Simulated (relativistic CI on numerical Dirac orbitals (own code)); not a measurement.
**Rh⁵⁺: L-alpha,beta X-ray emission**

Computed with this model: Dirac-Coulomb-Breit CI, separate exchange-only KLI orbitals for each configuration, a model potential for QED, valence Slater integrals scaled by 0.8, multiplet model of X-ray emission after core ionisation; configurations [Kr] 4d4 → [He] 2s2 2p5 3s2 3p6 3d10 4s2 4p6 4d4 → [Ar] 3d9 4s2 4p6 4d4; 80 K; Lorentzian 1.4 eV and Gaussian 0.6 eV FWHM. Energies are those of the free ion, without screening or charge transfer. S is read from ⟨S²⟩ = S(S + 1).

Field parameters in Wybourne normalisation: D4h B²₀ = −7Ds, B⁴₀ = 21(Dq − Dt), B⁴₄ = 21√(5/14) Dq. The field is a parameter set, without covalency.

free ion: ground-state S = 1.96, centroid 2745.76 eV. Peaks (eV, height): 2695.2 (11), 2699.2 (100), 2837.8 (40).

D4h, 10Dq = 30650, Ds = -1500, Dt = 740 cm⁻¹: ground-state S = 1.04, centroid 2745.87 eV. Peaks (eV, height): 2694.6 (10), 2699.2 (100), 2837.4 (44).

Strongest unbroadened transitions for D4h, 10Dq = 30650, Ds = -1500, Dt = 740 cm⁻¹:

| Energy (eV) | Relative strength |
| --- | --- |
| 2698.79 | 8.8 |
| 2698.80 | 8.3 |
| 2699.01 | 14.6 |
| 2699.07 | 14.2 |
| 2699.08 | 14.4 |
| 2699.10 | 100.0 |
| 2699.22 | 41.2 |
| 2699.24 | 65.2 |
| 2699.32 | 21.7 |
| 2699.39 | 73.9 |
| 2699.44 | 18.3 |
| 2699.70 | 10.4 |
| 2699.76 | 13.5 |
| 2836.85 | 8.0 |
| 2837.25 | 14.2 |
| 2837.28 | 7.6 |
| 2837.33 | 10.5 |
| 2837.74 | 10.5 |
